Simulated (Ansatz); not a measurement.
OPb (SMILES [O]=[Pb]), singlet, geometry from GFN2-xTB (such geometries of metal compounds can be far from the true shape) (core potentials on Pb); Ansatz (a first-principles code) with PBE/def2-SVP.

The Ansatz input:
Ansatz 0.2 input:
```yaml
crystal:
  periodic: [false, false, false]
  atoms:
    - {symbol: Pb, position_ang: [-0.00000000, -0.00000000, -0.17063348]}
    - {symbol: O, position_ang: [0.00000000, 0.00000000, 1.74899315]}
basis:
  gaussian:
    orbitals: def2-SVP
    point_charges:
      - {charge: -1.0, position_ang: [-3.5353, 0.6261, -0.8811]}
hamiltonian:
  xc: pbe
```

**Question.** What does Ansatz print? Leave out banner, timings and long lists.

**Answer.** 
```
Functional definition: PBE
439 factors; their error is unknown
mean field evaluation 1: about -7276.9868 eV, gradient 8.1e1 eV
mean field evaluation 2: about -7073.1209 eV, gradient 1.9e2 eV
mean field evaluation 4: about -7286.6797 eV, gradient 4.9e1 eV
mean field evaluation 8: about -7292.3774 eV, gradient 4.3e-1 eV
mean field evaluation 16: about -7292.3695 eV, gradient 1.1e-5 eV
mean field -7292.36950443 eV, -267.9896363422 hartree, gradient 1.1e-5 eV, S^2 0.000000; 0 other end points of the search recorded, 0 dependent functions left out
reference -7292.36953048 eV, -267.9896372994 hartree; 15, 15 occupied and 25, 25 virtual orbitals, 439 factors
Total energy: -7292.36953048 eV, -267.9896372994 hartree
```
